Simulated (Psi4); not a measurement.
stibine (H₃Sb), singlet, geometry from GFN2-xTB (core potentials on Sb); BHHLYP/def2-SVP (Psi4).

The Psi4 input:
```
memory 2 GB

molecule {
0 1
  Sb   -0.00127204   -0.00020328    0.05505928
  H    -0.86470800   -1.02953603   -0.96029863
  H    -0.42963901    1.28781420   -0.94169143
  H     1.35922110   -0.24791083   -0.90603314
}

set basis def2-svp

energy('bhhlyp')
print_variables()
```

The log (banner, timings and long lists left out):

```
   => Loading Basis Set <=

    Name: DEF2-SVP
    Role: ORBITAL
    Keyword: BASIS

    !!!  WARNING: ECP capability is in beta. Please check occupations closely.  !!!

         ---------------------------------------------------------
                                   SCF
               by Justin Turney, Rob Parrish, Andy Simmonett
                          and Daniel G. A. Smith
                              RKS Reference
         ---------------------------------------------------------

  ==> Geometry <==

    Molecular point group: c1
    Full point group: C1

    Geometry (in Angstrom), charge = 0, multiplicity = 1:

       Center              X                  Y                   Z               Mass
    ------------   -----------------  -----------------  -----------------  -----------------
         SB          -0.000558615578    -0.000089270709     0.024179230452   120.903812000000
         H           -0.863994575578    -1.029422020709    -0.991178679548     1.007825032230
         H           -0.428925585578     1.287928209291    -0.972571479548     1.007825032230
         H            1.359934524422    -0.247796820709    -0.936913189548     1.007825032230

  Running in c1 symmetry.

  Rotational constants: A =      3.00855  B =      2.95724  C =      2.95724 [cm^-1]
  Rotational constants: A =  90193.93068  B =  88655.87682  C =  88655.87646 [MHz]
  Nuclear repulsion =   22.355170429732468

  Charge       = 0
  Multiplicity = 1
  Electrons    = 26
  Nalpha       = 13
  Nbeta        = 13

  ==> Algorithm <==

  SCF Algorithm Type is DF.
  DIIS enabled.
  MOM disabled.
  Fractional occupation disabled.
  Guess Type is SAD.
  Energy threshold   = 1.00e-06
  Density threshold  = 1.00e-06
  Integral threshold = 1.00e-12

  ==> Primary Basis <==

  Basis Set: DEF2-SVP
    Blend: DEF2-SVP
    Number of shells: 19
    Number of basis functions: 41
    Number of Cartesian functions: 43
    Spherical Harmonics?: true
    Max angular momentum: 2

  Core potential: DEF2-SVP
    Number of shells: 4
    Number of ECP primitives: 18
    Number of ECP core electrons: 28
    Max angular momentum: 3

  ==> DFT Potential <==

   => LibXC <=

    Version 7.1.2
    S. Lehtola, C. Steigemann, M. J. T. Oliveira, and M. A. L. Marques,  SoftwareX 7, 1–5 (2018) (10.1016/j.softx.2017.11.002)

   => Composite Functional: BHANDHLYP <=

    BHandHLYP Hyb-GGA Exchange-Correlation Functional

    A. D. Becke,  J. Chem. Phys. 98, 1372 (1993) (10.1063/1.464304)
    Defined through Gaussian implementation.

    Deriv               =              1
    GGA                 =           TRUE
    Meta                =          FALSE

    Exchange Hybrid     =           TRUE
    MP2 Hybrid          =          FALSE

   => Exchange Functionals <=

    0.5000         Becke 88

   => Exact (HF) Exchange <=

    0.5000               HF

   => Correlation Functionals <=

    1.0000   Lee, Yang & Parr

   => LibXC Density Thresholds  <==

    XC_HYB_GGA_XC_BHANDHLYP:  1.00E-15

   => Molecular Quadrature <=

    Radial Scheme          =       TREUTLER
    Pruning Scheme         =           NONE
    Nuclear Scheme         =       TREUTLER

    Blocking Scheme        =         OCTREE
    BS radius alpha        =              1
    Pruning alpha          =              1
    Radial Points          =             75
    Spherical Points       =            302
    Total Points           =          86580
    Total Blocks           =            721
    Max Points             =            256
    Max Functions          =             41
    Weights Tolerance      =       1.00E-15

   => Loading Basis Set <=

    Name: (DEF2-SVP AUX)
    Role: JKFIT
    Keyword: DF_BASIS_SCF

  ==> Integral Setup <==

  SCF_SUBTYPE=INCORE selected. In-core MEM_DF algorithm will be used.
  Using in-core AOs.

  ==> MemDFJK: Density-Fitted J/K Matrices <==

    J tasked:                   Yes
    K tasked:                   Yes
    wK tasked:                   No
    Algorithm:                 Core
    Schwarz Cutoff:           1E-12
    Mask sparsity (%):       0.0000
    Fitting Condition:        1E-10

   => Auxiliary Basis Set <=

  Basis Set: (DEF2-SVP AUX)
    Blend: DEF2-UNIVERSAL-JKFIT
    Number of shells: 64
    Number of basis functions: 272
    Number of Cartesian functions: 369
    Spherical Harmonics?: true
    Max angular momentum: 5

  Minimum eigenvalue in the overlap matrix is 1.2478470115E-02.
  Reciprocal condition number of the overlap matrix is 3.0829819412E-03.
    Using symmetric orthogonalization.

  ==> Pre-Iterations <==

  SCF Guess: Superposition of Atomic Densities via on-the-fly atomic UHF (no occupation information).

   -------------------------
    Irrep   Nso     Nmo
   -------------------------
     A         41      41
   -------------------------
    Total      41      41
   -------------------------

  ==> Iterations <==

                           Total Energy        Delta E     RMS |[F,P]|

   @DF-RKS iter SAD:  -239.92025925491737   -2.39920e+02   0.00000e+00
   @DF-RKS iter   1:  -241.89701228834315   -1.97675e+00   6.92352e-03 ADIIS/DIIS
   @DF-RKS iter   2:  -241.93532211381248   -3.83098e-02   4.01843e-03 ADIIS/DIIS
   @DF-RKS iter   3:  -241.94649678809375   -1.11747e-02   1.92758e-04 ADIIS/DIIS
   @DF-RKS iter   4:  -241.94654816986980   -5.13818e-05   5.82906e-05 DIIS
   @DF-RKS iter   5:  -241.94655376449938   -5.59463e-06   1.12676e-05 DIIS
   @DF-RKS iter   6:  -241.94655403771694   -2.73218e-07   1.41034e-06 DIIS
   @DF-RKS iter   7:  -241.94655404198397   -4.26704e-09   1.32473e-07 DIIS
  Energy and wave function converged.

  ==> Post-Iterations <==

   Electrons on quadrature grid:
      Ntotal   =   25.9999947331 ; deviation = -5.267e-06

    Orbital Energies [Eh]
    ---------------------

    Doubly Occupied:

       1A     -6.023046     2A     -4.191890     3A     -4.191890
       4A     -4.186242     5A     -1.427302     6A     -1.427302
       7A     -1.421962     8A     -1.421962     9A     -1.418186
      10A     -0.657960    11A     -0.391260    12A     -0.391258
      13A     -0.311655

    Virtual:

      14A      0.033255    15A      0.033256    16A      0.100893
      17A      0.303101    18A      0.303101    19A      0.319078
      20A      0.373680    21A      0.387042    22A      0.387044
      23A      0.391774    24A      0.488006    25A      0.488006
      26A      0.629267    27A      0.810315    28A      0.810318
      29A      1.463647    30A      1.506308    31A      1.506317
      32A      1.673524    33A      1.673525    34A      1.729355
      35A      2.007097    36A      2.007099    37A      2.047433
      38A     18.614389    39A     18.660297    40A     18.660297
      41A     54.542819

    Final Occupation by Irrep:
              A
    DOCC [    13 ]
    NA   [    13 ]
    NB   [    13 ]

  @DF-RKS Final Energy:  -241.94655404198397

   => Energetics <=

    Nuclear Repulsion Energy =             22.3551704297324676
    One-Electron Energy =                -466.1191223450824737
    Two-Electron Energy =                 212.5136319485434058
    DFT Exchange-Correlation Energy =     -10.6962340751773812
    Empirical Dispersion Energy =           0.0000000000000000
    VV10 Nonlocal Energy =                  0.0000000000000000
    Total Energy =                       -241.9465540419839726

Computation Completed

Properties will be evaluated at   0.000000,   0.000000,   0.000000 [a0]

Properties computed using the SCF density matrix

 Multipole Moments:

 ------------------------------------------------------------------------------------
     Multipole            Electronic (a.u.)      Nuclear  (a.u.)        Total (a.u.)
 ------------------------------------------------------------------------------------

 L = 1.  Multiply by 2.5417464519 to convert [e a0] to [Debye]
 Dipole X            :         -0.1051261            0.1023593           -0.0027668
 Dipole Y            :         -0.0168081            0.0163577           -0.0004504
 Dipole Z            :          4.5499999           -4.4305405            0.1194594
 Magnitude           :                                                    0.1194923

 ------------------------------------------------------------------------------------

  Variable Map:
  ----------------------------------------------------------------------------
  "CURRENT ENERGY"              =>    -241.946554041984
  "CURRENT REFERENCE ENERGY"    =>    -241.946554041984
  "DD SOLVATION ENERGY"         =>       0.000000000000
  "DFT FUNCTIONAL TOTAL ENERGY" =>    -241.946554041984
  "DFT TOTAL ENERGY"            =>    -241.946554041984
  "DFT VV10 ENERGY"             =>       0.000000000000
  "DFT XC ENERGY"               =>     -10.696234075177
  "GRID ELECTRONS ALPHA"        =>      12.999997366549
  "GRID ELECTRONS BETA"         =>      12.999997366549
  "GRID ELECTRONS TOTAL"        =>      25.999994733097
  "NUCLEAR REPULSION ENERGY"    =>      22.355170429732
  "ONE-ELECTRON ENERGY"         =>    -466.119122345082
  "PCM POLARIZATION ENERGY"     =>       0.000000000000
  "PE ENERGY"                   =>       0.000000000000
  "SCF ITERATION ENERGY"        =>    -241.946554041984
  "SCF ITERATIONS"              =>       7.000000000000
  "SCF TOTAL ENERGY"            =>    -241.946554041984
  "TWO-ELECTRON ENERGY"         =>     212.513631948543
  "XC GRID RADIAL POINTS"       =>      75.000000000000
  "XC GRID SPHERICAL POINTS"    =>     302.000000000000
  "XC GRID TOTAL POINTS"        =>   86580.000000000000

  Array Variable Map:
  ----------------------------------------------------------------------------
  "CURRENT DIPOLE"              =>      -0.002766777878 ... 0.119459393248 1 by 3
  "SCF DIPOLE"                  =>      -0.002766777878 ... 0.119459393248 1 by 3
  "SCF TOTAL ENERGIES"          =>    -239.920259254917 ... -241.946554041984 1 by 8
```
